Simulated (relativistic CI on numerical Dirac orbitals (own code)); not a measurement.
## Er²⁵⁺: computed level list

Method of calculation: Dirac-Coulomb-Breit CI, orbitals from a KLI potential per configuration, QED by a radiative potential, unscaled Slater integrals (own radial code, finite nucleus).

Configurations in the expansion (outside the closed core [Ar] 3d10): 4s2 4p6 4d7, 4s2 4p5 4d8, 4s2 4p6 4d6 4f, 4s 4p6 4d8, 4s2 4p5 4d7 4f, 4s 4p6 4d7 4f, 4s2 4p6 4d6 5s, 4s2 4p6 4d6 5p, 4s2 4p6 4d5 4f 5s, 4s2 4p6 4d6 5d, 4s2 4p5 4d7 5s, 4s2 4p6 4d5 5s 5p, 4s2 4p6 4d6 5f, 4s2 4p5 4d7 5p, 4s2 4p6 4d6 6s, 4p6 4d8 4f, 4s 4p6 4d7 5s, 4p6 4d9, 4p5 4d10, 4p5 4d9 4f, 4s2 4p6 4d5 5s2, 4s2 4p6 4d4 4f 5s2, 4s2 4p5 4d5 4f 5s2, 4s 4p6 4d5 4f 5s2, 4p6 4d8 5s, 4p5 4d9 5s, 4p5 4d8 4f 5s. Double excitations out of closed p, d and f shells are left out; levels of such configurations are missing from the list, as are those of other unlisted configurations, and high levels can miss mixing partners. These lack a partner that the ground configuration has and come out too high: 4s2 4p5 4d7 5p.

The lowest level is 4s2 4p6 4d7 4F_9/2, with 69 % of that term; Hund's rules for 4s2 4p6 4d7 give 4F with J = 9/2, in agreement.

| No. | Configuration | Term | J | E (cm⁻¹) | % | Lifetime (s) | jj configuration (%) |
| --- | --- | --- | --- | --- | --- | --- | --- |
| 1 | 4s2 4p6 4d7 | 4F | 9/2 | 0 | 69 |  | 4d5/2^3 (94) |
| 2 | 4s2 4p6 4d7 | 2P | 3/2 | 36182 | 48 |  | 4d5/2^3 (96) |
| 3 | 4s2 4p6 4d7 | 2D | 5/2 | 51563 | 42 | 3.36e-01 | 4d5/2^3 (85) |
| 4 | 4s2 4p6 4d7 | 4F | 7/2 | 73512 | 90 | 9.22e-05 | 4d3/2^3 4d5/2^4 (96) |
| 5 | 4s2 4p6 4d7 | 2G | 9/2 | 97593 | 39 | 1.17e-04 | 4d3/2^3 4d5/2^4 (93) |
| 6 | 4s2 4p6 4d7 | 4F | 3/2 | 100825 | 42 | 1.41e-04 | 4d3/2^3 4d5/2^4 (95) |
| 7 | 4s2 4p6 4d7 | 4P | 5/2 | 104382 | 61 | 2.21e-04 | 4d3/2^3 4d5/2^4 (89) |
| 8 | 4s2 4p6 4d7 | 4P | 1/2 | 113251 | 55 | 1.24e-04 | 4d3/2^3 4d5/2^4 (98) |
| 9 | 4s2 4p6 4d7 | 2H | 11/2 | 118974 | 99 | 1.40e-03 | 4d3/2^3 4d5/2^4 (99) |
| 10 | 4s2 4p6 4d7 | 2G | 7/2 | 132876 | 62 | 3.82e-04 | 4d3/2^3 4d5/2^4 (88) |
| 11 | 4s2 4p6 4d7 | 2F | 5/2 | 153927 | 74 | 2.76e-04 | 4d3/2^3 4d5/2^4 (90) |
| 12 | 4s2 4p6 4d7 | 2D | 5/2 | 176161 | 48 | 3.54e-05 | 4d3/2^2 4d5/2^5 (89) |
| 13 | 4s2 4p6 4d7 | 4F | 3/2 | 177818 | 35 | 5.45e-05 | 4d3/2^2 4d5/2^5 (82) |
| 14 | 4s2 4p6 4d7 | 2H | 9/2 | 196372 | 62 | 7.16e-05 | 4d3/2^2 4d5/2^5 (98) |
| 15 | 4s2 4p6 4d7 | 2P | 1/2 | 197582 | 55 | 6.50e-05 | 4d3/2^2 4d5/2^5 (98) |
| 16 | 4s2 4p6 4d7 | 2D | 3/2 | 203925 | 70 | 1.07e-04 | 4d3/2^3 4d5/2^4 (78) |
| 17 | 4s2 4p6 4d7 | 2F | 7/2 | 211566 | 65 | 6.96e-05 | 4d3/2^2 4d5/2^5 (86) |
| 18 | 4s2 4p6 4d7 | 2D | 5/2 | 281638 | 79 | 3.58e-05 | 4d3/2^2 4d5/2^5 (93) |
| 19 | 4s2 4p6 4d7 | 2D | 3/2 | 295029 | 67 | 2.09e-05 | 4d3/2 4d5/2^6 (87) |
| 20 | 4s2 4p5 4d8 | 4G° | 11/2 | 1201223 | 91 | 1.56e-10 | 4p3/2^3 4d5/2^4 (89) |
| 21 | 4s2 4p5 4d8 | 2D° | 5/2 | 1218620 | 54 | 5.20e-11 | 4p3/2^3 4d5/2^4 (87) |
| 22 | 4s2 4p5 4d8 | 4F° | 9/2 | 1218704 | 52 | 2.85e-11 | 4p3/2^3 4d5/2^4 (76) |
| 23 | 4s2 4p5 4d8 | 2P° | 1/2 | 1232125 | 33 | 2.72e-11 | 4p3/2^3 4d5/2^4 (73) |
| 24 | 4s2 4p5 4d8 | 2F° | 7/2 | 1233415 | 54 | 1.08e-10 | 4p3/2^3 4d5/2^4 (87) |
| 25 | 4s2 4p5 4d8 | 4D° | 7/2 | 1248164 | 40 | 1.94e-11 | 4p3/2^3 4d5/2^4 (53) |
| 26 | 4s2 4p5 4d8 | 2P° | 3/2 | 1266033 | 25 | 2.00e-11 | 4p3/2^3 4d5/2^4 (53) |
| 27 | 4s2 4p5 4d8 | 4G° | 9/2 | 1293713 | 53 | 5.29e-11 | 4p3/2^3 4d3/2^3 4d5/2^5 (86) |
| 28 | 4s2 4p5 4d8 | 4F° | 7/2 | 1295683 | 33 | 4.51e-11 | 4p3/2^3 4d3/2^3 4d5/2^5 (80) |
| 29 | 4s2 4p5 4d8 | 2D° | 5/2 | 1296574 | 31 | 3.26e-11 | 4p3/2^3 4d5/2^4 (54) |
| 30 | 4s2 4p5 4d8 | 2D° | 3/2 | 1300660 | 38 | 3.50e-11 | 4p3/2^3 4d3/2^3 4d5/2^5 (49) |
| 31 | 4s2 4p5 4d8 | 4D° | 5/2 | 1303707 | 36 | 2.28e-11 | 4p3/2^3 4d3/2^3 4d5/2^5 (65) |
| 32 | 4s2 4p5 4d8 | 2S° | 1/2 | 1305590 | 27 | 2.95e-11 | 4p3/2^3 4d3/2^3 4d5/2^5 (76) |
| 33 | 4s2 4p5 4d8 | 2D° | 3/2 | 1319388 | 17 | 2.43e-11 | 4p3/2^3 4d3/2^3 4d5/2^5 (50) |
| 34 | 4s2 4p6 4d6 4f | 6G° | 11/2 | 1322848 | 39 | 6.11e-10 | 4d5/2^2 4f5/2 (56) |
| 35 | 4s2 4p6 4d6 4f | 6G° | 9/2 | 1323419 | 24 | 3.85e-10 | 4d5/2^2 4f5/2 (82) |
| 36 | 4s2 4p5 4d8 | 4P° | 5/2 | 1327740 | 47 | 5.04e-11 | 4p3/2^3 4d3/2^3 4d5/2^5 (80) |
| 37 | 4s2 4p5 4d8 | 2G° | 7/2 | 1333081 | 45 | 3.13e-11 | 4p3/2^3 4d3/2^3 4d5/2^5 (65) |
| 38 | 4s2 4p5 4d8 | 4D° | 3/2 | 1334219 | 24 | 2.87e-11 | 4p3/2^3 4d5/2^4 (31) |
| 39 | 4s2 4p6 4d6 4f | 6G° | 13/2 | 1334319 | 57 | 5.91e-06 | 4d5/2^2 4f7/2 (53) |
| 40 | 4s2 4p5 4d8 | 4D° | 5/2 | 1336942 | 18 | 5.82e-11 | 4p3/2^3 4d3/2^3 4d5/2^5 (39) |
| 41 | 4s2 4p6 4d6 4f | 6F° | 7/2 | 1340279 | 21 | 9.25e-11 | 4d5/2^2 4f5/2 (57) |
| 42 | 4s2 4p6 4d6 4f | 6D° | 5/2 | 1347844 | 18 | 6.79e-11 | 4d5/2^2 4f5/2 (48) |
| 43 | 4s2 4p6 4d6 4f | 6D° | 3/2 | 1347977 | 26 | 2.03e-10 | 4d5/2^2 4f5/2 (70) |
| 44 | 4s2 4p5 4d8 | 2G° | 9/2 | 1348938 | 17 | 3.63e-11 | 4p3/2^3 4d3/2^3 4d5/2^5 (32) |
| 45 | 4s2 4p6 4d6 4f | 4D° | 1/2 | 1351564 | 51 | 9.31e-10 | 4d5/2^2 4f5/2 (76) |

Energies count from the lowest computed level; ° marks odd parity; lifetimes are radiative, by E1, M1, E2, M2, E3 decay to levels of this space only; some are left blank where a channel outside the calculation adds to the decay or the decay crosses a small, uncertain gap. Filled j subshells are mostly left out of the jj labels.

The mean weight of the leading LS term, summed over parents, in these 45 levels is 47 %, and that of the leading jj configuration (from the same eigenvectors) 76 %, so jj coupling describes them better and the LS labels are nominal.

At this charge energies of transitions that change n are usually good to better than 1 %, and those within a shell (Δn = 0) to a few per cent. Terms inside the open d or f shell come out 10 to 20 % too wide with unscaled integrals.

LS names give the leading component of a level, which can be under half, so a name can repeat, a term be missing and a line seem to break the LS rules.
